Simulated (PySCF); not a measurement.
## Working out the ionisation energy of C+

C+ [He] 2s2 2p1 (2P) → C(2+) [He] 2s2 (1S). All numbers are calculated (PySCF 2.14, scalar relativity by spin-free X2C-1e, in x2c-SVPall). Frozen: 1s2. Energies in hartree (1 hartree = 27.21139 eV):

| part | C+ (lower) | C(2+) (upper) |
| --- | --- | --- |
| UHF | -37.259161 | -36.365991 |
| CCSD correlation | -0.066639 | -0.073072 |
| (T) | -0.000736 | 0.000000 |

Task: What does Hartree-Fock give?

Result: (-36.365991) − (-37.259161) = 0.893170 hartree = 24.304 eV.

Task: What do CCSD and CCSD(T) give?

Result: The CCSD correlation energies differ by -0.006433 hartree = -0.175 eV and the triples by 0.000736 hartree = 0.020 eV, so CCSD gives 24.129 eV and CCSD(T) 24.149 eV.

Measured between the centres of the two terms (NIST): 24.378 eV, so CCSD(T) (valence) is off by -0.229 eV.

A double-zeta basis recovers only part of the correlation energy.

The coupled-cluster amplitudes are large, so a single reference is strained.

What remains against the reference includes basis incompleteness, the frozen core and higher excitations.
